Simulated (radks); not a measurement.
The numbers below are computed, except where a source is named.
The titanium ion Ti2+, configuration [Ar] 3d2 (the NIST ground configuration). Code: a radial shooting solver on a logarithmic mesh with Libxc functionals. Model: non-relativistic Kohn-Sham, r2SCAN, spin-polarised, spherical densities, point nucleus; open shells are filled with parallel spins first; meta-GGA in the generalised Kohn-Sham scheme.

X-ray form factor f0, the Fourier transform of the density (f0(0) = 20):

sin(theta)/lambda (1/angstrom),f0 (electrons)
0.05,19.700
0.1,18.859
0.15,17.626
0.2,16.181
0.25,14.682
0.3,13.248
0.4,10.827
0.5,9.110
0.6,7.975
0.8,6.652
1,5.723
1.25,4.621
1.5,3.625
2,2.266
